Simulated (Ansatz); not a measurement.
`[F][Sc]([F])[O][SiH3]` at its PBE0-D4/def2-TZVP geometry, where that method's forces vanish. The species carries charge 0 and has multiplicity 1.

| atom | x (Å) | y (Å) | z (Å) |
| --- | --- | --- | --- |
| F1 | 2.266 | 0.440 | 2.333 |
| Sc2 | 1.277 | 1.137 | 0.943 |
| F3 | 1.495 | 2.901 | 0.457 |
| O4 | 0.048 | 0.051 | 0.026 |
| Si5 | -1.020 | -0.907 | -0.757 |
| H6 | -0.383 | -2.205 | -1.106 |
| H7 | -1.484 | -0.251 | -2.009 |
| H8 | -2.199 | -1.167 | 0.113 |

Task: For each bond, give half the difference of the two atoms' forces along it (eV/Å; positive pushes the atoms apart) under PBE-D4, r2SCAN-D4, B3LYP-D4, ωB97M-V in def2-TZVPP. (An estimate is asked.)

Result: Ansatz gave: 
| bond | length (Å) | PBE-D4 | r2SCAN-D4 | B3LYP-D4 | ωB97M-V |
| --- | --- | --- | --- | --- | --- |
| F1–Sc2 | 1.843 | 0.16 | 0.05 | 0.16 | 0.09 |
| Sc2–F3 | 1.843 | 0.16 | 0.05 | 0.16 | 0.09 |
| Sc2–O4 | 1.879 | -0.12 | 0.11 | 0.02 | 0.08 |
| O4–Si5 | 1.634 | 0.31 | -0.03 | 0.10 | 0.08 |
| Si5–H6 | 1.488 | 0.02 | -0.03 | -0.09 | -0.14 |
| Si5–H7 | 1.487 | 0.01 | -0.03 | -0.10 | -0.14 |
| Si5–H8 | 1.488 | 0.02 | -0.03 | -0.09 | -0.14 |

B3LYP here is the variant with VWN-RPA as its local correlation; programs differ in this.
